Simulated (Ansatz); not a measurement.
Spectroscopic constants of CuF+, multiplicity 2 (lowest of 2S+1 = 2, 4 at CCSD(T)/def2-TZVPP on PBE0 minima; our sources give no spin for the ground state, which may be another). No spin–orbit coupling. Cu is treated without relativity. The T1 diagnostic near the minimum is 0.046, so single-reference values are doubtful.

The constants come from a fifth-degree fit in 1/R (seven points, main isotopes). In def2 and cc sets the state is the lowest found near the PBE0 minimum, followed along R.

Run with Ansatz (Gaussian orbitals). Each number belongs to the level named beside it.

Energies at BHLYP/def2-TZVPP:

```tsv
R (Å)	E (hartree)
1.570558	-1739.93139111
1.612777	-1739.93660325
1.651619	-1739.93872498
1.695527	-1739.93869903
1.739435	-1739.93669215
1.790098	-1739.93259626
1.849205	-1739.92632831
```

Question: With a reduced mass of 14.5928 u, find the minimum, the force constant and the constants.

Answer: A fifth-degree polynomial in 1/R puts the minimum at r_e = 1.6726 Å with force constant 516 N/m. Then ω_e = (1/2πc)√(k/μ) = 775 cm⁻¹ and B_e = h/(8π²cμr_e²) = 0.4129 cm⁻¹; the cubic and quartic terms give α_e = 0.0032 and ω_e x_e = 5.4 cm⁻¹.

Ansatz is a program for electronic structure.
